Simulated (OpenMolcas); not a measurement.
Computed levels of 3d8 in ions with 26 electrons, in cm-1 above 3F4.

* Program: OpenMolcas
* Method: SS-CASPT2, IPEA 0.25 Eh, imaginary shift 0.1 Eh
* Basis: ANO-R3
* Scalar Hamiltonian: X2C, finite nucleus
* Spin-orbit coupling: RASSI with atomic mean-field integrals over the reference wave functions, term energies averaged over their components

Active space for each ion: 8 electrons in 5 orbitals (3d); closed shells correlated by CASPT2: 3s 3p.

```tsv
Level	Co+	Cu3+
3F3	964	1845
3F2	1614	3050
1D2	10170	15480
3P2	13440	19760
3P1	13760	20220
3P0	13950	20550
1G4	18510	26680
1S0	42220	61140
```

Question: Estimate 3F2, 1D2, 3P2 for Ni2+ from its neighbours Co+ and Cu3+.

Answer: 3F2 is fine structure, which grows about as the fourth power of a screened charge, so the fourth roots are averaged: ((1614^0.25 + 3050^0.25) / 2)^4 = 2247. The calculation gives 2270, so the estimate is off by -1.0 %; the measured value is 2270 (Corliss and Sugar, J. Phys. Chem. Ref. Data 10, 197 (1981)).
1D2 is another term, which grows about linearly with the charge: (10170 + 15480) / 2 = 12825. The calculation gives 13180, so the estimate is off by -2.7 %; the measured value is 14032 (Corliss and Sugar, J. Phys. Chem. Ref. Data 10, 197 (1981)).
3P2 is another term, which grows about linearly with the charge: (13440 + 19760) / 2 = 16600. The calculation gives 16920, so the estimate is off by -1.9 %; the measured value is 16662 (Corliss and Sugar, J. Phys. Chem. Ref. Data 10, 197 (1981)).

CASPT2 does not keep the components of a term degenerate, so their means are used; among the terms shown or strongly mixed into the levels shown the widest spread is 1000 cm-1 (3d8 1G, Co+). Some levels mix across a computed gap that differs much from the measured one, so their mixing is not that of the real levels (holds for Ni2+). Computed and measured levels are paired by configuration, term and J; levels that our copy of the source lacks, or whose pairing is in doubt (as where it misses far off the trend of its configuration), stay unpaired and out of the deviations. Only configurations of the active space appear.
